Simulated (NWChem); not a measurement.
# SbH3 (SMILES [H][Sb]([H])[H]): name the method

The species is SbH3 (4 atoms), meant as a singlet with charge 0. SMILES: `[H][Sb]([H])[H]`. The shape comes from GFN2-xTB, which is rough for such elements, and wasn't checked as a minimum.

```xyz
4

Sb   -0.0054    0.0070    0.7453
H     1.3628   -0.0310   -0.2384
H    -0.6566    1.1911   -0.2614
H    -0.7008   -1.1671   -0.2455
```

Orbital energies are those of the mean-field step.

A calculation with NWChem 7.3.0 gave:

* total energy: -241.3562 Eh
* HOMO energy: -9.94 eV
* LUMO energy: 2.53 eV
* HOMO–LUMO gap: 12.47 eV

**Question.** Which of these levels gave the numbers?
A. PBE/def2-TZVP (core potential)
B. PBE0/def2-SVP (core potential)
C. CCSD(T)/def2-TZVP (core potential)
D. PBE/STO-3G

**Answer.** C. The others give -242.0182 Eh (PBE0/def2-SVP (core potential)), -6254.5800 Eh (PBE/STO-3G), -242.0142 Eh (PBE/def2-TZVP (core potential)).
